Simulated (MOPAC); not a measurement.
A run for MOPAC: PM6 on NaN, 2S+1 = 3, a spin state set in the input, which need not be the lowest, a point of a bond scan (R = 2.139 Å).

```
PM6 1SCF PRECISE CHARGE=0 UHF MS=1 THREADS=1
NNa

N      0.00000000 1     0.00000000 1     0.00000000 1
Na     0.00000000 1     0.00000000 1     2.13889300 1
```

It printed:

```
*******************************************************************************
 **                                                                           **
 **                              MOPAC v23.2.5                                **
 **                                                                           **
 *******************************************************************************
 ** MOPAC's Digital Object Identifier: https://doi.org/10.5281/zenodo.6511958 **
 **                                                                           **
 ** Please cite the open-source release paper for use of this MOPAC version:  **
 ** J. E. Moussa and J. J. P. Stewart (2026)                                  **
 ** MOPAC: An open-source semiempirical molecular orbital program             **
 ** J. Open Source Softw., 11(119), 8025, https://doi.org/10.21105/joss.08025 **
 *******************************************************************************

                              PM6 CALCULATION RESULTS

 *******************************************************************************
 *  PM6        - The PM6 Hamiltonian to be used
 *  UHF        - UNRESTRICTED HARTREE-FOCK CALCULATION
 *
 *
 *
 *                 CHARGE ON SYSTEM = 0
 *
 *
 *
 *  MS=        - IN MECI, MAGNETIC COMPONENT OF SPIN =  1.0
 *  PRECISE    - TIGHTER CRITERIA TO BE USED
 *  1SCF       - DO 1 SCF AND THEN STOP
 *  THREADS=1  - MULTI-THREADING NOT USED
 *  T=         - A TIME OF 172800.0 SECONDS REQUESTED
 *  DUMP=N     - RESTART FILE WRITTEN EVERY 7200.0 SECONDS REQUESTED
 *******************************************************************************
PM6 1SCF PRECISE CHARGE=0 UHF MS=1 THREADS=1
 NNa

   ATOM   CHEMICAL          X               Y               Z
  NUMBER   SYMBOL      (ANGSTROMS)     (ANGSTROMS)     (ANGSTROMS)

     1       N          0.00000000  *   0.00000000  *   0.00000000  *
     2      Na          0.00000000  *   0.00000000  *   2.13889300  *



          CARTESIAN COORDINATES

    NO.       ATOM           X           Y           Z

     1         N          0.0000      0.0000      0.0000
     2        Na          0.0000      0.0000      2.1389

 General Reference for PM6:
 "Optimization of Parameters for Semiempirical Methods V: Modification of NDDO Approximations
 and Application to 70 Elements", J. J. P. Stewart, J. Mol. Mod., 13, 1173-1213 (2007)
 URL: https://link.springer.com/article/10.1007/s00894-007-0233-4

           Empirical Formula: N Na  =     2 atoms



      MOLECULAR POINT GROUP   :   C*v


          UHF CALCULATION, NO. OF ALPHA ELECTRONS =    4
                           NO. OF BETA  ELECTRONS =    2

 -------------------------------------------------------------------------------
 PM6 1SCF PRECISE CHARGE=0 UHF MS=1 THREADS=1
 NNa



     1SCF WAS SPECIFIED, SO BFGS WAS NOT USED
     SCF FIELD WAS ACHIEVED


                              PM6 CALCULATION
                                                       MOPAC v23.2.5 Linux




          FINAL HEAT OF FORMATION =        114.73556 KCAL/MOL =     480.05358 KJ/MOL


          COSMO AREA              =         99.01 SQUARE ANGSTROMS
          COSMO VOLUME            =         89.82 CUBIC ANGSTROMS

          IONIZATION POTENTIAL    =          5.191895 EV
          ALPHA SOMO LUMO (EV)    =         -7.706  0.036
          BETA  SOMO LUMO (EV)    =         -5.192  0.178
          NO. OF ALPHA ELECTRONS  =          4
          NO. OF BETA  ELECTRONS  =          2
          MOLECULAR WEIGHT        =         36.9965         POINT GROUP:  C*v

          MOLECULAR DIMENSIONS (Angstroms)

            Atom       Atom       Distance
           Na     2    N     1     2.13889
           Na     2    N     1     0.00000
            N     1   Na     2     0.00000


          SCF CALCULATIONS        =          1





   ATOM   CHEMICAL          X               Y               Z
  NUMBER   SYMBOL      (ANGSTROMS)     (ANGSTROMS)     (ANGSTROMS)

     1       N          0.00000000  *   0.00000000  *   0.00000000  *
     2      Na          0.00000000  *   0.00000000  *   2.13889300  *

                             CARTESIAN COORDINATES

   1    N        0.000000000     0.000000000     0.000000000
   2   Na        0.000000000     0.000000000     2.138893000


           Empirical Formula: N Na  =     2 atoms



      MOLECULAR POINT GROUP   :   C*v


          ALPHA EIGENVALUES
 -21.70652  -9.39465  -9.39465  -7.70606   0.03558   4.05345   4.27840   4.27840


           BETA EIGENVALUES
 -15.88376  -5.19190   0.17754   3.42661   3.42661   4.24245   5.31678   5.31678


              NET ATOMIC CHARGES AND DIPOLE CONTRIBUTIONS

  ATOM NO.   TYPE          CHARGE      No. of ELECS.   s-Pop       p-Pop
    1          N          -0.719693        5.7197     1.91153     3.80816
    2         Na           0.719693        0.2803     0.10815     0.17215
 DIPOLE           X         Y         Z       TOTAL
 POINT-CHG.     0.000     0.000     7.394     7.394
 HYBRID         0.000     0.000     1.841     1.841
 SUM            0.000     0.000     9.235     9.235


          ATOMIC ORBITAL ELECTRON POPULATIONS

     Atom    s        px        py        pz
    1  N   1.91153   0.99056   0.99056   1.82703
    2 Na   0.10815   0.00944   0.00944   0.15328


                    (SZ)    =    1.000000
                    (S**2)  =    2.046246


          ATOMIC ORBITAL SPIN POPULATIONS

    Atom   Total    s     px     py     pz
         Atomic
    1  N  2.1102  0.026  0.991  0.991  0.103
    2 Na -0.1102 -0.069  0.009  0.009 -0.061

 **********************
 *                    *
 * JOB ENDED NORMALLY *
 *                    *
 **********************




 == MOPAC DONE ==
```

The run finished.

Cost: roughly 0.04 core-seconds.
